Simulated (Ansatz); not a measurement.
Calculated with Ansatz (gas phase, PBE0-D4/def2-TZVP geometries, no zero-point term in ΔE). CCSD(T)/CBS is the MP2 limit (def2-TZVPP, def2-QZVPP) plus CCSD(T) − MP2 in def2-TZVPP, frozen cores. DFT in def2-TZVPP. B3LYP here is the variant with VWN-RPA as its local correlation; programs differ in this. Each species was taken in one conformer, which may not be the lowest.

Reaction (isomerisation): `[AlH2][SiH]1CBC1` → `[AlH2]/[CH]=C/B[SiH3]`

| level | ΔE (kJ/mol) |
| --- | --- |
| B3LYP-D4 | 95.3 |
| PBE0 | 133.4 |
| MP2/def2-TZVPP | 123.4 |
| MP2/def2-QZVPP | 125.7 |

Task: What does CCSD(T)/CBS give? (An estimate is asked.)

Result: Computed: +112.6 kJ/mol. The listed levels differ from it by -17.3, 20.8, 10.8, 13.1 kJ/mol.

Largest T1 diagnostic among the species: 0.013.

From PBE to PBE0 (25 % exact exchange), in def2-TZVPP and without D4, ΔE moves by +4.4 kJ/mol. In def2-TZVPP, CCSD(T) changes the Hartree–Fock value by +52.3 kJ/mol (the triples alone add +5.0 kJ/mol) and MP2 by +67.3 kJ/mol.

CCSD(T)/CBS has its own doubt, a few kJ/mol and more with outer-core shells, so smaller differences from it don't rank the levels.
